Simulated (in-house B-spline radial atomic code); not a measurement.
What moves the levels of the boron ion B³⁺ (1s2)? Method: Dirac-Hartree-Fock, average of configuration, Fermi nucleus of rms radius 2.406 fm. Calculated with a radial B-spline atomic code at the basis-set limit.

Baseline run (computed): total energy -21.9931 hartree, 1s1/2 at -9.544788 hartree.

Scaling the speed of light c (a factor of 100 is close to the non-relativistic limit):

```tsv
c/c0	ΔE (hartree)	1s1/2 level (eV)	1s1/2 <r> (bohr)
0.95	-0.00074754	-259.735	0.3243
0.98	-0.0002853	-259.73	0.3244
1.02	0.00026867	-259.724	0.3244
3	0.0061468	-259.659	0.3245
100	0.006914	-259.65	0.3245
```

Task: The nuclear charge is raised by 0.1. What does the Hellmann-Feynman theorem predict for the energy, and what is found?

Result: dE/dZ ≈ -Σ<1/r>, which is -9.38074 at the start and -9.58111 at the end; their mean times 0.1 is -0.94809 hartree, and the two runs differ by -0.94809 hartree.
